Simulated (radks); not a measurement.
Values are calculated unless marked as measured or tabulated.
Question: These are the eigenvalues of the occupied orbitals of an atom or ion with whole-number occupations (hartree). Code: a radial shooting solver on a logarithmic mesh with Libxc functionals. Model: Dirac Kohn-Sham, BLYP, spin-unpolarised, spherical densities, finite nucleus; Fermi nuclear charge, rms radius of each element as measured or else 0.836 A^(1/3) + 0.57 fm.

1s1/2: -2807.267
2s1/2: -502.7188
2p1/2: -482.3603
2p3/2: -422.5155
3s1/2: -128.5285
3p1/2: -119.3745
3p3/2: -106.2558
3d3/2: -90.91948
3d5/2: -88.08211
4s1/2: -38.30707
4p1/2: -34.42389
4p3/2: -31.24586
4d3/2: -24.84944
4d5/2: -24.24633
4f5/2: -16.04584
4f7/2: -15.91377
5s1/2: -15.79690

Which element is it, and in what charge state? The configuration may be excited. Open shells, if any, fill j = l - 1/2 first.

Answer: Z = 77, iridium, charge +17: Ir17+ in [Kr] 4d10 4f12 5s2. The list shows which subshells hold electrons but not how many an open one holds; the 1s level, -2807.3 hartree, gives Z - s = 74.9 by -(Z - s)^2/2, which with screening and relativity narrows Z to a few neighbours, and the depths of the outer levels then fix element, charge and occupations together.
